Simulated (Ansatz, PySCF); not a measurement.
Process, species as SMILES: [O]=[Sn]([Cl])[Cl] → [O]=[Sn][Cl] + Cl atom (the Cl-Sn bond at the site shown breaks; other sites are not compared here)
Structures are relaxed separately at B3LYP-D3(BJ)/def2-TZVP in Ansatz (a first-principles code). Frequencies are from Ansatz or PySCF.

Quantity: bond dissociation energy (enthalpy at 298 K, with B3LYP-D3(BJ) rigid-rotor harmonic-oscillator terms), in kJ/mol. Cores are frozen in the correlated levels unless marked. UHF or UKS for open shells. No spin-orbit coupling. The frozen core is the preceding noble-gas configuration, with the filled d and f shells of earlier blocks. Past Kr the def2 sets carry scalar-relativistic core potentials. CBS(X,Y): correlation extrapolated as X^-3; Hartree-Fock from the larger set. [CCSD(T)-MP2]/basis is that difference in the basis named.

| level | program | bond dissociation energy (kJ/mol) |
|---|---|---|
| BLYP-D3(BJ)/def2-TZVPD | Ansatz + dftd3 | 262.8 |
| BLYP/def2-TZVPD | Ansatz | 251.7 |

Estimate the value at RI-MP2/CBS(def2-TZVPPD,def2-QZVPPD)+[CCSD(T)-MP2]/def2-TZVPPD as computed with Ansatz.

308.3 kJ/mol, so BLYP/def2-TZVPD differs from it by -56.6 kJ/mol.
